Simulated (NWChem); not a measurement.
## Basis-set convergence for HFOPb

```xyz
4

Pb    -0.0275    -0.2650     0.0000
F     -1.3778     1.3112     0.0000
O      1.6581     0.9996     0.0000
H      1.3925     1.9336     0.0000
```
Charge 0, spin multiplicity 1.

All runs are NWChem calculations. The geometry was optimised at B3LYP/def2-SVP with def2 effective core potentials on Pb, a minimum by its harmonic frequencies. It is one conformer; others weren't searched.

Quantity: LUMO energy at the level PBE.

Effective core potentials replace the inner electrons of Pb; spin-orbit coupling is left out. The structure started from a generated list of species.

The cost column gives rough processor time relative to def2-SVP; each entry includes its own SCF.

```csv
basis,functions,LUMO energy (eV),relative cost
def2-SVP,59,-2.86,1
def2-SVPD,86,-3.24,under 3
def2-TZVP,118,-3.11,under 3
def2-TZVPP,126,-3.11,3
def2-TZVPD,145,-3.21,6
def2-QZVP,226,-3.17,80
```

Smallest basis within 0.2 eV of def2-QZVP, the largest set run: def2-SVPD, with 86 functions against 226 and about 2 % of the time (also within reach: def2-TZVP, def2-TZVPP, def2-TZVPD). def2-QZVP isn't the basis-set limit itself, and a small set can land close by cancellation.
